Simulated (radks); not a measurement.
The numbers below are computed, except where a source is named.
Valence configurations of the calcium ion Ca+ (all share [Ar]). Code: a radial shooting solver on a logarithmic mesh with Libxc functionals. Model: scalar-relativistic Kohn-Sham, PBEsol, spin-polarised, spherical densities, finite nucleus; open shells are filled with parallel spins first; Fermi nuclear charge, rms radius 3.4776 fm. Energies are relative to 4s1; eigenvalues in eV for spin up.

valence      E (eV)  moment (Bohr magnetons)   e(3d)   e(4p)   e(4s)
4s1           0.000                        1       -       -  -9.360
3d0.5 4s0.5   0.578                        1  -7.084       -  -8.515
3d1           1.404                        1  -5.883       -       -
4s0.5 4p0.5   1.545                        1       -  -6.551  -9.621
4p1           3.068                        1       -  -6.820       -

NIST lists [Ar] 4s1 as the ground configuration; this level of theory agrees among the configurations tried. The energies are those of spherical high-spin densities, not of single terms.
